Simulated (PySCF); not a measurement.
## Kr²⁺: ionisation energy

Kr²⁺ [Ar] 3d10 4s2 4p4 (3P) → Kr³⁺ [Ar] 3d10 4s2 4p3 (4S), as a difference of total energies. All numbers are calculated (PySCF 2.14, the non-relativistic Hamiltonian (point nucleus), in def2-TZVPPD). Correlated levels: valence and next inner shell: [Ne] frozen. The calculations carry no spin-orbit coupling.

Problem. Order these methods by the ionisation energy they give, lowest first.
A. CCSD(T) (valence and next inner shell)
B. MP2 (valence and next inner shell)
C. UHF
D. SCS-MP2 (valence and next inner shell)

Solution. C (34.294 eV), B (35.049 eV), D (35.097 eV), A (35.165 eV).

A first-order spin-orbit estimate (lowest level to lowest level, LS coupling) adds 0.217 eV.

These non-relativistic numbers lack the scalar-relativistic shift.

Errors of the correlated levels include the incompleteness of this basis and the frozen core.

For comparison: 35.838 ± 0.02 eV (measured; NIST Atomic Spectra Database, ionization energies).
